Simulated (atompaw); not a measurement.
**What the settings do to the PAW (atompaw) potential of neodymium (Nd)**

Base potential:

neodymium (Nd), PAW, made with atompaw 4.2.0.5 (PBE, scalar-relativistic). Core [Kr] 4d10, reference 4f4 5s2 5p6 5d0 6s1 6p0 (charge +1). Waves: 5s (bound): rc 2.15 bohr; 6s (bound): rc 3.00 bohr; 5p (bound): rc 2.75 bohr; 6p (bound, empty): rc 3.00 bohr; 5d (bound, empty): rc 3.00 bohr; 5d channel at 0.05 Ry: rc 3.00 bohr; 4f (bound): rc 1.95 bohr; 4f channel at 0.2 Ry: rc 1.95 bohr. Local part: troulliermartins scheme with l = 4 at 1 Ry, radius 2.50 bohr. Core correction: smooth core density matched at 2.85 bohr. Augmentation charge: gaussian compensation charge, radius 2.30 bohr; PAW radius 3.00 bohr; waves and projectors: custom polynom2 7 10 vanderbiltortho.

Cutoffs, loose and tight: the cutoffs (Ry, on a coarse ladder) from which the occupation-weighted sum of valence levels, in a spherical-Bessel basis at the reference potential, stays within 10 and 1 mRy of its value at 400 Ry. They see the waves, projectors and local potential, not the compensation charge or the core. A dash means not determined.

A true bound ghost makes a file unfit for plane-wave use even where its test errors are small: the radial tests pick states by their node count and pass the ghost by.

| change | outcome | cutoff, loose | cutoff, tight | bound ghosts |
| --- | --- | --- | --- | --- |
| base | generated | 35 Ry | 120 Ry | none |
| local potential troulliermartins scheme with l = 4 at 1 Ry, radius 1.58 bohr | generated | 35 Ry | 120 Ry | s, p |
| local potential troulliermartins scheme with l = 4 at 1 Ry, radius 1.80 bohr | generated | 35 Ry | 120 Ry | s |
| local potential troulliermartins scheme with l = 4 at 1 Ry, radius 2.12 bohr | generated | 35 Ry | 120 Ry | none |
| local potential troulliermartins scheme with l = 4 at 1 Ry, radius 2.32 bohr | generated | 35 Ry | 120 Ry | none |
| local potential troulliermartins scheme with l = 4 at 1 Ry, radius 2.62 bohr | generated | 35 Ry | 120 Ry | none |
| local potential troulliermartins scheme with l = 4 at 1 Ry, radius 2.82 bohr | generated | 35 Ry | 120 Ry | none |

Problem. What comes out with this change to the base: local potential troulliermartins scheme with l = 4 at 1 Ry, radius 1.28 bohr?

Solution. outcome: generated; cutoff, loose: 30 Ry; cutoff, tight: 120 Ry; bound ghosts: s, p, d.

Reading the sweep of the r_vloc (base included, trends over the rows without a ghost): The loose cutoff stays near 35 Ry. Bound ghosts are found at 1.28, 1.58, 1.8 bohr.
